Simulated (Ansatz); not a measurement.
`C[CH2][In]([NH2])[CH](C)C` and `C[CH2][Al]([NH2])[CH](C)C` differ in one element.

Ansatz, PBE0-D4/def2-TZVP geometries, multiplicity 1. Each molecule was computed in one conformer, which needn't be the lowest.

Elements past krypton have def2 core potentials.

| property | `C[CH2][In]([NH2])[CH](C)C` |
| --- | --- |
| HOMO energy (ωB97M-V/def2-TZVPP) / eV | -8.57 |
| HOMO–LUMO gap (PBE0/def2-TZVPP) / eV | 6.00 |
| HOMO–LUMO gap (PBE/def2-TZVPP) / eV | 4.06 |
| LUMO energy (PBE0/def2-TZVPP) / eV | -0.45 |
| HOMO energy (PBE/def2-TZVPP) / eV | -5.21 |
| size of the dipole moment (B3LYP/def2-TZVPP) / D | 0.38 |

What does the change do to each property? (Best estimate.)

Ansatz gave: 
```tsv
property	`C[CH2][Al]([NH2])[CH](C)C`	shift
HOMO energy (ωB97M-V/def2-TZVPP) / eV	-8.90	-0.33
HOMO–LUMO gap (PBE0/def2-TZVPP) / eV	6.97	0.97
HOMO–LUMO gap (PBE/def2-TZVPP) / eV	4.96	0.90
LUMO energy (PBE0/def2-TZVPP) / eV	0.27	0.72
HOMO energy (PBE/def2-TZVPP) / eV	-5.49	-0.28
size of the dipole moment (B3LYP/def2-TZVPP) / D	0.72	0.34
```

With PBE0 the HOMO falls by 0.25 eV and the LUMO rises by 0.72 eV, so the gap widens by about 0.97 eV. PBE moves the HOMO by -0.28 eV and ωB97M-V by -0.33 eV. Dipoles are sizes alone; their direction can turn.

B3LYP here is the variant with VWN-RPA as its local correlation; programs differ in this.
